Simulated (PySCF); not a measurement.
Species: sum formula H₂BO₃, net charge 0, doublet state. It need not be the lowest isomer of its formula. 
Geometry from a B3LYP-D3(BJ)/def2-TZVP (Ansatz) optimisation:
SMILES: [O]B(O)O
```xyz
6

O     -1.2087    -0.7639    -0.0299
B     -0.0439    -0.0278    -0.0011
O     -0.1959     1.3238     0.1329
O      1.1160    -0.7423    -0.1102
H      0.5997     1.8507     0.0223
H      1.9287    -0.2527     0.0402
```
Charge 0, spin multiplicity 2.

Dispersion corrections to the total energy (kcal/mol) from the dftd3 and dftd4 libraries through PySCF: D3(BJ) without and D4 with the three-body term, each with the damping fitted for the functional named.

```tsv
functional	D3(BJ)	D4
LC-wPBE	-1.43	-1.86
TPSS	-2.01	-2.29
BHLYP	-2.13	-1.83
PW6B95	-0.71	(withheld)
r2SCAN	-0.42	(withheld)
TPSSh	-1.81	(withheld)
B2PLYP	-1.24	-1.16
```

Complete the blanks.


- PW6B95, D4: -1.52
- r2SCAN, D4: -0.39
- TPSSh, D4: -2.06
